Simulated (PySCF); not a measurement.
## How methods differ on the interval between two levels of Ge³⁺

Ge³⁺ [Ar] 3d10 4s1 [2S1/2, M_J = 1/2] → Ge³⁺ [Ar] 3d9 4s1 4p1 [4F9/2, M_J = 9/2], as a difference of total energies. Computed with PySCF 2.14 in x2c-SVPall-2c with one added diffuse shell each of s, p, d type (6s7p4d, 47 functions), with the two-component X2C-1e Hamiltonian. Correlated levels: [Ne] frozen. "Screened" scales the spin-orbit matrix elements by Boettger's factors to mimic the two-electron term; Breit and QED terms are absent.

```tsv
method	interval between two levels (cm⁻¹)
GHF (spin-free)	273350
GMP2 (spin-free)	287040
GHF (screened spin-orbit)	272500
GMP2 (screened spin-orbit)	286220
```

The labels give the starting determinants; with spin-orbit coupling the two ends relaxed to ⟨J²⟩ = 0.75, ⟨L²⟩ = 0.00, ⟨S²⟩ = 0.75 and ⟨J²⟩ = 24.76, ⟨L²⟩ = 12.01, ⟨S²⟩ = 3.75.
